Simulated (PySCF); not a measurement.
Ge(Cl)(SH)3 (ClGeH3S3), SMILES [Cl][Ge]([SH])([SH])[SH]. Geometry: ωB97X-D3(BJ)/def2-SVP. This is a generated structure with no PubChem entry under its InChIKey; it may be hypothetical. One conformer was computed; it need not be the lowest.

Q: Give the equilibrium geometry at ωB97X-D3(BJ)/def2-SVP (PySCF confirms it by a frequency run) as a Z-matrix. (An estimate is asked for; the answer gives what the named calculation found.)

A: Several could match; the one computed here: 
```
Ge
Cl 1 2.1422
S 1 2.1960 2 106.56
H 3 1.3482 1 92.84 2 -156.67
S 1 2.1970 2 112.94 3 -117.04
H 5 1.3477 1 93.35 2 -84.47
S 1 2.1999 2 103.36 3 123.14
H 7 1.3485 1 93.34 2 -176.78
```
Charge 0, spin multiplicity 1.
